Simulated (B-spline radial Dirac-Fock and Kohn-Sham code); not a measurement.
**Xe³⁺: non-radiative channels of the 2p1/2 vacancy**

System: xenon as Xe³⁺ in the configuration [Kr] 4d10 5s2 5p3.

Level of theory: one-electron (LDA, Dirac) transition rates at Dirac-Fock energies; a radial atomic solver. Kinetic energies are configuration averages from the vacuum level; the two-hole energies are estimated from single-hole states.

```
transition  kinetic energy (eV)  width (meV)  share (%)
   L2-L3N1                32.95         33.8        1.2
   L2-L3N2                    –          149        5.3
   L2-L3N3                100.5         50.4        1.8
   L2-L3N4                190.8          210        7.5
   L2-L3N5                193.3         71.4        2.6
   L2-M1M2               2871.6         74.0        2.6
   L2-M2M2               3011.0         70.9        2.5
   L2-M2M3               3075.1          229        8.2
   L2-M2M4               3330.8          122        4.4
   L2-M2M5               3338.1          214        7.7
   L2-M3M4               3388.8          162        5.8
   L2-M4M4               3639.5          139        5.0
   L2-M4M5               3651.3          607       21.7
   L2-M5M5               3665.1         27.2        1.0
   L2-M2N2                    –         24.5        0.9
   L2-M2N3               3883.6         45.2        1.6
   L2-M3N2                    –         32.9        1.2
   L2-M2N5               3975.9         34.5        1.2
   L2-M3N4               4035.9         22.4        0.8
   L2-M5N2                    –         27.4        1.0
   L2-M4N3               4199.6         30.4        1.1
   L2-M4N4               4290.4         38.6        1.4
   L2-M4N5               4291.9         90.4        3.2
   L2-M5N4               4302.4         71.1        2.5
```

A dash stands for an energy that rests on an unreliable hole state.

The listed channels hold 92 % of the non-radiative rate. Summed by principal shells, of 2.79 eV in all: LMM 60.7 %, LLN 18.4 %, LMN 18.1 %, LNN 1.3 %, LLO 0.7 %, LMO 0.7 %.

Values without a named source are computed, but for edge energies of neutral atoms, which are taken from tables.
